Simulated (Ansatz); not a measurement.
Basis sets compared for the cluster CuSi4⁺. Total charge 1; singlet. Geometry PBE-D4/def2-SVP. Ansatz on 4 threads of Arm Neoverse V2 on a shared host; times are rough, and most runs start from earlier orbitals.

```xyz
5

Cu   -0.0873   -1.5466   -0.1733
Si    0.8902    0.5602    1.0562
Si   -1.4018    0.0011    1.2206
Si   -0.8092    0.8733   -0.8962
Si    1.4081    0.1120   -1.2074
```

The restricted singlet is unstable towards broken spin symmetry in Hartree–Fock (as tested in another run); at PBE-D4/def2-SVP, PBE-D4/def2-TZVP, PBE0-D4/def2-SVP, PBE0-D4/def2-TZVP this wasn't settled. No other spin state of charge 1 was run. Another isomer (singlet) lies 0.30 eV lower at PBE0-D4/def2-TZVP; other spin states weren't run for this one.

| level | functions | energy (Eh) | HOMO (eV) | LUMO (eV) | wall time |
| --- | --- | --- | --- | --- | --- |
| PBE-D4/def2-SVP | 103 | -2796.7815 | -10.24 | -9.14 | 1.2 s |
| PBE0-D4/def2-SVP | 103 | -2796.8644 | -11.07 | -8.49 | 1.6 s |

Question: Estimate the rows for PBE-D4/def2-TZVP (with forces), PBE0-D4/def2-TZVP.

Answer: 
```
                         level  functions  energy (Eh)  HOMO (eV)  LUMO (eV)  wall time
PBE-D4/def2-TZVP (with forces)        193   -2797.4328     -10.14      -9.08      2.4 s
             PBE0-D4/def2-TZVP        193   -2797.5049     -10.95      -8.39      3.9 s
```
